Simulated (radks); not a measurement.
All-electron atom: Ir43+ in [Ar] 3d10 4s2 4p4 (the NIST ground configuration). Calculated with a radial shooting solver on a logarithmic mesh with Libxc functionals: Dirac Kohn-Sham, PBE, spin-unpolarised, spherical densities, point nucleus; open shells are shared between the two j in proportion to 2j + 1.

Spin-orbit splittings of the eigenvalues, e(l+1/2) - e(l-1/2), with zeta = 2 splitting/(2l+1) and mean radii in bohr:

| shell | occ. | splitting (eV) | zeta (eV) | <r> j=l-1/2 | <r> j=l+1/2 |
|---|---|---|---|---|---|
| 2p | 6 | 1631 | 1087 | 0.06010 | 0.06838 |
| 3p | 6 | 369.5 | 246.4 | 0.1773 | 0.1916 |
| 3d | 10 | ? | ? | 0.1667 | 0.1711 |
| 4p | 4 | 120.1 | 80.04 | 0.3729 | 0.3937 |

Estimate the 3d splitting.

Answer. 80.78 eV (zeta = 32.31 eV).
